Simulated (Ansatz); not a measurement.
Reaction (cleavage of the Si–Si bond): `FC[SiH2][SiH3]` + `O[SiH3]` → `FC[SiH2]O[SiH3]` + SiH₄

Computed with Ansatz on PBE0-D4/def2-TZVP structures; ΔE is electronic, products minus reactants. CBS: MP2 limit from def2 TZ/QZ plus the TZ coupled-cluster correction, frozen cores. This one scheme is used for every species. DFT in def2-TZVPP. B3LYP here is the variant with VWN-RPA as its local correlation; programs differ in this. Each species was taken in one conformer, which may not be the lowest.

```tsv
level	ΔE (kcal/mol)	difference from CCSD(T)/CBS
PBE0-D4	-22.5	4.2
B3LYP-D4	-27.2	-0.5
ωB97X-V	-26.4	0.3
ωB97M-V	-27.5	-0.8
PBE	-20.1	6.6
r2SCAN	-25.0	1.7
PBE0	-22.1	4.6
B3LYP	-26.6	0.1
MP2/def2-TZVPP	-28.4	-1.7
SCS-MP2/def2-TZVPP	-29.6	-2.9
CCSD/def2-TZVPP	-27.7	-1.0
CCSD(T)/def2-TZVPP	-26.9	-0.2
HF/def2-QZVPP	-33.6	-6.9
MP2/def2-QZVPP	-28.5	-1.8
SCS-MP2/def2-QZVPP	-29.6	-2.9
HF/CBS(def2)	-33.7	-7.0
CCSD(T)/CBS	-26.7	0
```

Largest T1 diagnostic among the species: 0.012.

In def2-TZVPP, CCSD(T) changes the Hartree–Fock value by +6.1 kcal/mol (the triples alone add +0.8 kcal/mol) and MP2 by +4.6 kcal/mol. From PBE to PBE0 (25 % exact exchange), in def2-TZVPP and without D4, ΔE moves by −2.1 kcal/mol.
